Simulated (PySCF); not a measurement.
In²⁺ (indium, charge +2) across methods

[Kr] 4d10 5d1, 2D determinant (an excited configuration). Computed with PySCF 2.14 in aug-cc-pVQZ-PP with ECP28MDF (7s7p5d3f2g, 92 functions), with scalar relativity through the core potential.

```json
{"method": "LC-wPBE", "E (hartree)": "-188.6577", "mean ε 4d α (eV)": "-45.627", "mean ε 4d β (eV)": "-45.585", "mean ε 5d α (eV)": "-12.348", "Σ⟨r²⟩ (bohr²)": "42.83", "⟨S²⟩": "0.750"}
{"method": "UHF", "E (hartree)": "-187.84855", "mean ε 4d α (eV)": "-49.572", "mean ε 4d β (eV)": "-49.491", "mean ε 5d α (eV)": "-11.791", "Σ⟨r²⟩ (bohr²)": "44.19", "⟨S²⟩": "0.750"}
{"method": "LDA", "E (hartree)": "-188.2715", "mean ε 4d α (eV)": "-40.614", "mean ε 4d β (eV)": "-40.558", "mean ε 5d α (eV)": "-10.563", "Σ⟨r²⟩ (bohr²)": "42.38", "⟨S²⟩": "0.750"}
{"method": "PBE0", "E (hartree)": "-188.6472", "mean ε 4d α (eV)": "-42.975", "mean ε 4d β (eV)": "-42.918", "mean ε 5d α (eV)": "-11.090", "Σ⟨r²⟩ (bohr²)": "42.63", "⟨S²⟩": "0.750"}
{"method": "PBE", "E (hartree)": "-188.6345", "mean ε 4d α (eV)": "-40.408", "mean ε 4d β (eV)": "-40.360", "mean ε 5d α (eV)": "-10.741", "Σ⟨r²⟩ (bohr²)": "42.33", "⟨S²⟩": "0.750"}
{"method": "M06-2X", "E (hartree)": "-188.5926", "mean ε 4d α (eV)": "-45.566", "mean ε 4d β (eV)": "-45.539", "mean ε 5d α (eV)": "-11.504", "Σ⟨r²⟩ (bohr²)": "42.27", "⟨S²⟩": "0.750"}
{"method": "r2SCAN", "E (hartree)": "-188.7043", "mean ε 4d α (eV)": "-40.875", "mean ε 4d β (eV)": "-40.838", "mean ε 5d α (eV)": "-10.650", "Σ⟨r²⟩ (bohr²)": "42.31", "⟨S²⟩": "0.750"}
{"method": "PW91", "E (hartree)": "-188.7072", "mean ε 4d α (eV)": "-40.495", "mean ε 4d β (eV)": "-40.445", "mean ε 5d α (eV)": "-10.751", "Σ⟨r²⟩ (bohr²)": "42.29", "⟨S²⟩": "0.750"}
```

Energies and moments cover only the electrons outside the core potential. The outer electron is Rydberg-like, and this basis confines it to a smaller radius and binds it less than a complete one would.
